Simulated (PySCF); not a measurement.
## Computed structure and properties of Tl(CCH)

System: Tl(CCH) (singlet); start: template (C∞v). Method: PySCF 2.14.0, RKS r2SCAN, Tl def2-SVP with ECP60, C def2-SVP, H def2-SVP; non-relativistic Hamiltonian with scalar-relativistic core potentials where named; density fitting; no spin-orbit coupling.

Input of the relaxation:

```python
mol = gto.M(atom='''
Tl     0.00000    -0.00000    -0.34673
C      0.00000     0.00000     2.16427
C      0.00000     0.00000     3.38427
H      0.00000     0.00000     4.45427''',
    basis={'Tl': 'def2-SVP', 'C': 'def2-SVP', 'H': 'def2-SVP'},
    ecp={'Tl': 'def2-SVP'},
    charge=0, spin=0)
mf = dft.RKS(mol, xc='R2SCAN')
mf.grids.atom_grid = (50, 194)
mf = mf.density_fit()  # fitting sets: Tl def2-universal-JKFIT, C def2-universal-JKFIT, H def2-universal-JKFIT
mf.conv_tol = 1e-08; mf.max_cycle = 55
mf.kernel(dm0)  # dm0: converged density of the start geometry
# quasi-Newton relaxation in Cartesian coordinates to a largest gradient under 0.00045 Eh/bohr, steps kept in the point group
```

Run from Python with OMP_NUM_THREADS=2; the lines above give its settings. Where DIIS fails, smearing, a level shift and second-order steps follow.
It took 6.4 s on 2 threads of Arm Neoverse V1, on a shared host, from the converged density of the start.

Course of the relaxation:

| step | energy above end (eV) | largest force component within the symmetry (eV/Å) |
| --- | --- | --- |
| 0 | 0.1368 | 2.434 |
| 1 | 0.0398 | 1.419 |
| 2 | 0.0042 | 0.294 |
| 3 | 0.0001 | 0.053 |
| 4 | 0.0000 | 0.006 |
| 5 | 0.0000 | 0.001 |

Relaxed geometry (C∞v):

```xyz
4

Tl    0.0000    0.0000   -0.2086
C     0.0000    0.0000    2.1074
C     0.0000    0.0000    3.3400
H     0.0000    0.0000    4.4173
```

| contact | Å |
| --- | --- |
| Tl1–C2 (CCH) | 2.316 |

On the finer grid (75, 302):

| Item | Value |
| --- | --- |
| HOMO | -6.21 eV |
| LUMO | -2.11 eV |
| Dipole about the centre of mass | 1.89 D |
| Set of Mulliken populations of Tl1 outside the core potential | s 3.93, p 6.65, d 10.02 |
| D3(BJ) dispersion energy (not in the energies) | -0.020 eV |

```
atom  Mulliken (e)  Löwdin (e)  spin (e)
 Tl1          0.39        0.32      0.00
  C2         -0.16       -0.25      0.00
  C3         -0.27       -0.10      0.00
  H4          0.03        0.03      0.00
```

No frequency check is given for this geometry.

Taking off one CCH (charge -1, singlet; the rest: singlet) in vacuum, both parts rigid, costs 7.26 eV; the small basis without counterpoise inflates it. Most of it is the attraction of opposite charges; other ways to part are cheaper, and one spin state was tried for the rest.

Rigid scan of CCH along the line from its metal:

(distance to C2 (Å), energy (eV)): (2.02, 0.560), (2.12, 0.219), (2.22, 0.048), (2.32, 0.000), (2.42, 0.037), (2.52, 0.134), (2.72, 0.435), (3.02, 0.995), (3.42, 1.725), (3.92, 2.467)

One start shape was tried, so this needn't be the lowest isomer.
